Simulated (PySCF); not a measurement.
Gas-phase reaction: 2 InHCl₂ + 2 O = 2 InCl + Cl₂ + H₂O₂

Energies from PySCF, thermal terms from the rigid-rotor harmonic-oscillator model, ideal gas at 1 bar. † marks an energy on the PBE0/def2-TZVP geometry and frequencies. CCSD(T) freezes the core. Open shells (unrestricted): O (multiplicity 3); the rest are closed-shell singlets. Spin-orbit splitting is ignored; it lowers the true energy and changes the entropy of O. B3LYP is the form with VWN-RPA correlation. In: scalar-relativistic def2 core potential, no spin-orbit coupling. InHCl₂: computed as isolated molecules; such fragments, hydroxides, amides, oligomers or adducts are transient or little studied in the gas. CCSD(T) isn't extrapolated to the basis-set limit.

PBE0/def2-SVP† gives ΔH°(298 K) = -355 kJ.

**Question.** What do B3LYP/def2-TZVP†, r2SCAN/def2-TZVP†, CCSD(T)/def2-TZVPP† give?

**Answer.** B3LYP/def2-TZVP†: -419 kJ; r2SCAN/def2-TZVP†: -362 kJ; CCSD(T)/def2-TZVPP†: -336 kJ. For scale, ΔH°(298 K) is -355 kJ at this level, -365 kJ at ωB97M-V/def2-TZVP†, and runs from -1269 to 112 kJ over the 18 levels computed.
